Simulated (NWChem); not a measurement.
System: BF

NWChem input:

```
start job
memory heap 200 mb stack 900 mb global 1100 mb
geometry units angstroms noautosym nocenter noautoz
  B      0.000000     0.000000    -0.815066
  F      0.000000     0.000000     0.459570
end
basis spherical
  * library d-aug-cc-pvdz
end
dft
  xc pbe0
  iterations 150
end
property
  response 1 0.0
end
task dft property
```

The geometry was optimised at PBE-D3(BJ)/def2-SVP.

Static field.

Give the results of this calculation. (PBE0/d-aug-cc-pVDZ.) Quantities: basis functions; isotropic polarisability (bohr³); anisotropy (bohr³).

number of basis functions: 64
isotropic polarisability (bohr³): 20.2
anisotropy (bohr³): 2.1
